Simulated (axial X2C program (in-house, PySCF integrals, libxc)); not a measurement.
**Outer orbitals of PtGe at 2.161 Å, PBE0**

Computed with an in-house relativistic program for diatomic molecules. Spin-free means the one-electron spin-free X2C Hamiltonian; two-component (2c) means X2C with spin–orbit coupling and atomic mean-field two-electron Coulomb and Gaunt terms, so the difference of the two also holds small scalar two-electron terms. Basis: Pt dyall-cv3z [13s14p9d6f4g], Ge dyall-cv3z [9s9p7d4f1g] (cores contracted in-house); Gaussian nuclei, density fitting, unrestricted open shells. Masses: Pt 194.965 u, Ge 73.921 u.

The distance is close to the 2c PBE0 minimum; the highest filled and lowest empty levels are listed.

Spin-free orbitals, state M_S = 0, Λ = 0 (closed shell) (Löwdin shares):

```
symmetry  occupied  ε (eV)              atomic character
     δ-α       yes  -33.42                     100% Ge d
     δ+α       yes  -33.42                     100% Ge d
     π+α       yes  -33.22                     100% Ge d
     π-α       yes  -33.22                     100% Ge d
      σα       yes  -33.20                     100% Ge d
      σα       yes  -14.12  62% Ge s, 15% Pt d, 10% Pt s
      σα       yes   -8.03  58% Pt d, 27% Ge p, 10% Ge s
     π+α       yes   -7.79            81% Pt d, 15% Ge p
     π-α       yes   -7.79            81% Pt d, 15% Ge p
     δ-α       yes   -6.65                      99% Pt d
     δ+α       yes   -6.65                      99% Pt d
      σα       yes   -5.97  44% Pt s, 34% Ge p, 20% Pt d
     π+α        no   -2.72  61% Ge p, 16% Pt p, 16% Pt d
     π-α        no   -2.72  61% Ge p, 16% Pt p, 16% Pt d
      σα        no   -1.38  42% Pt p, 25% Pt s, 22% Ge p
     π-α        no    0.62    78% Pt p, 8% Ge p, 8% Ge d
     π+α        no    0.62    78% Pt p, 8% Ge p, 8% Ge d
```

One partner of each degenerate Kramers or spin pair is listed.

Spinors with spin–orbit coupling (state Ω = 0):

```tsv
ω	occupied	ε (eV)	atomic character	λ mixture
3/2	yes	-33.67	100% Ge d	88% δ, 12% π
1/2	yes	-33.50	100% Ge d	62% π, 38% σ
5/2	yes	-33.16	100% Ge d	100% δ
3/2	yes	-33.00	100% Ge d	88% π, 12% δ
1/2	yes	-32.96	100% Ge d	62% σ, 38% π
1/2	yes	-14.11	61% Ge s, 16% Pt d, 11% Pt s	100% σ
1/2	yes	-8.64	77% Pt d, 13% Ge p, 6% Ge s	52% π, 48% σ
3/2	yes	-8.04	89% Pt d, 8% Ge p	64% π, 36% δ
1/2	yes	-7.64	61% Pt d, 29% Ge p, 5% Ge s	54% σ, 46% π
3/2	yes	-6.92	89% Pt d, 9% Ge p	63% δ, 37% π
5/2	yes	-6.24	99% Pt d	100% δ
1/2	yes	-5.98	43% Pt s, 33% Ge p, 21% Pt d	97% σ, 3% π
1/2	no	-2.84	60% Ge p, 18% Pt p, 15% Pt d	98% π, 2% σ
3/2	no	-2.57	60% Ge p, 18% Pt d, 16% Pt p	99% π, 1% δ
1/2	no	-1.42	43% Pt p, 24% Pt s, 22% Ge p	98% σ, 2% π
1/2	no	0.53	75% Pt p, 10% Ge p, 9% Ge d	98% π, 2% σ
```

One partner of each degenerate Kramers or spin pair is listed.

(1) How does the gap between the highest filled and lowest empty level change from the spin-free to the 2c table?

Mulliken charges and populations of the two-component result (they depend on the basis, above all on diffuse functions):

Pt -0.42 e (s 11.30 p 24.10 d 29.00 f 14.01 g 0.01), Ge 0.42 e (s 7.84 p 13.66 d 10.06 f 0.02).

Occupations by symmetry block were frozen at the best pattern of an incomplete PBE0 search.

Results:

(1) From 3.25 to 3.14 eV at PBE0, a change of -0.11 eV.
